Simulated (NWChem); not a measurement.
Molecule: BeSiH3Cl; SMILES [SiH3][Be][Cl]

```xyz
6

Be     0.0000     0.0000    -0.1617
Cl     0.0000     0.0000    -1.9849
Si     0.0000     0.0000     2.0076
H      0.5524    -1.2790     2.5588
H     -1.3839     0.1611     2.5588
H      0.8315     1.1179     2.5588
```
Atoms are numbered in this order, from 1.

Geometry: optimised at PBE0/def2-SVP.

 Unshifted, non-relativistic core excitations; the lowest 4 roots alone, so stronger bands may lie above.

Q: List the first Si K-edge excitations from BHandHLYP/cc-pVTZ, restricted-window TDA (NWChem).

A: 
```json
[
 {"state": "S1", "energy (eV)": "1822.9", "dipole oscillator strength": "0.0016", "leading excitation (squared amplitude)": "1s of atom 3 or its equivalents → LUMO (0.80)"},
 {"state": "S2", "energy (eV)": "1822.9", "dipole oscillator strength": "0.0016", "leading excitation (squared amplitude)": "1s of atom 3 or its equivalents → LUMO+1 (0.80)"},
 {"state": "S3", "energy (eV)": "1824.0", "dipole oscillator strength": "0.0004", "leading excitation (squared amplitude)": "1s of atom 3 or its equivalents → LUMO+2 (0.84)"},
 {"state": "S4", "energy (eV)": "1824.9", "dipole oscillator strength": "0.0040", "leading excitation (squared amplitude)": "1s of atom 3 or its equivalents → LUMO+3 (0.70)"}
]
```
